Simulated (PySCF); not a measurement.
C3H5ClSi, SMILES Cl[SiH2]C=C=C.

The structure is a stationary point at PBE0-D3(BJ)/def2-SVP. The structure was generated by enumeration, and PubChem lists no compound with its InChIKey, so it may never have been made. Other conformers were not sampled.

Calculation: PBE0/def2-TZVP (PySCF).

The molecule is in vacuum.

```
Quantity                                                                                                         Value
---------------------------------------------------------------------------------------------  -----------------------
total energy                                                                                        -866.65792 hartree
highest occupied level                                                                                        -7.75 eV
lowest empty level                                                                                            -0.74 eV
orbital gap                                                                                                    7.01 eV
dipole moment                                                                                                   1.91 D
quadrupole, principal values (traceless, Buckingham form, about the centre of nuclear charge)   -2.75, -0.81, 3.56 D·Å
mean static polarisability                                                                       76.0 bohr³ (11.26 Å³)
polarisability, principal values                                                               56.9, 59.8, 111.2 bohr³
```
